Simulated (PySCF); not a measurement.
## Orbital energies and ionisation energy

Species: C6H8F4.
Numbering: `[CH3:1]/[CH:2]=[C:3](/[CH2:4][F:5])[CH2:6][C:7]([F:8])([F:9])[F:10]` (hydrogens: H11, H12, H13 on C1; H14 on C2; H15, H16 on C4; H17, H18 on C6)

Geometry (PBE0-D3(BJ)/def2-SVP, Å), atoms numbered from 1 in this order:
```xyz
18
C6H8F4 angstrom
C      2.1909   -0.6647   -0.0081
C      1.3323    0.5498    0.0699
C      0.0186    0.6435   -0.1820
C     -0.7089    1.9360    0.0262
F     -1.4232    2.2765   -1.1043
C     -0.8326   -0.5050   -0.6529
C     -1.4490   -1.3067    0.4672
F     -2.2254   -2.2832   -0.0107
F     -0.5190   -1.8789    1.2409
F     -2.2108   -0.5463    1.2644
H      2.6264   -0.8879    0.9799
H      3.0385   -0.5000   -0.6935
H      1.6454   -1.5599   -0.3321
H      1.8428    1.4700    0.3817
H     -0.0015    2.7485    0.2580
H     -1.4310    1.8466    0.8566
H     -1.6560   -0.1211   -1.2726
H     -0.2603   -1.2102   -1.2710
```

Level: B3LYP/def2-SVPD (PySCF). Frontier orbitals with their largest atomic shares (Löwdin; up to four atoms above 4 %):

```tsv
orbital	ε (eV)	main atoms
HOMO−3	-10.31	C1 21 %, C2 19 %, H13 12 %, F5 10 %
HOMO−2	-9.74	F5 42 %, C4 21 %, H15 12 %, C3 6 %
HOMO−1	-9.51	F5 31 %, C4 18 %, C3 15 %, C2 8 %
HOMO	-7.48	?
LUMO	-0.60	C2 32 %, C3 28 %, C1 7 %, C4 6 %
LUMO+1	0.25	C1 15 %, C2 12 %, C4 9 %, H12 7 %
LUMO+2	0.83	H14 17 %, H15 14 %, C4 10 %, C2 9 %
```

Problem. What vertical ionisation energy does ΔSCF give, and how far is −ε(HOMO) from it?

Solution. ΔSCF: 9.68 eV (934 kJ/mol; threshold wavelength 128 nm); ⟨S²⟩ of the doublet left behind is 0.752, against 0.75 for a pure doublet. −ε(HOMO) is 7.48 eV, 2.20 eV below it. For the exact functional −ε(HOMO) would equal the first vertical ionisation energy; B3LYP (global hybrid, 20 % exact exchange) falls short of its own ΔSCF value by 23 %. Holes in the HOMO−1 and HOMO−2 were tried too where these lie within 1.2 eV of the HOMO; the lowest converged state counts.

Problem. On which atoms does the HOMO lie?

Solution. C3 (fully substituted alkene carbon) 33 %, C2 (alkene CH carbon) 31 %, C1 (allylic carbon) 7 %, C4 (sp3 C–F carbon) 5 %, so no atom holds as much as 40 %. The HOMO−1 lies 2.03 eV lower.

Problem. With α = 77.7 au, estimate the like-pair dispersion coefficient by London's formula C6 = (3/4)α²I.

Solution. I = 0.3558 Eh, so C6 ≈ 1610 au, a rough estimate.

Problem. What total energies stand behind the ΔSCF value?

Solution. E(N) = -632.38935 Eh and E(N − 1) = -632.03354 Eh at the same geometry, 0.35581 Eh apart.

Problem. How many of the 10 lowest singlet excitations (vertical TDDFT, same level) lie below the ionisation energy?

Solution. All 10; they run from 6.77 to 8.48 eV.

Problem. Shift the occupied levels rigidly so that −ε(HOMO) equals the ΔSCF value. What binding energies result?

Solution. The shift is +2.20 eV: HOMO 9.68, HOMO−1 11.71, HOMO−2 11.94, HOMO−3 12.51 eV. A rigid shift is only a rough guide to the deeper ionisations.

One conformer (not necessarily the lowest) at the PBE0-D3(BJ)/def2-SVP geometry, without solvent, vibrations or thermal averaging.
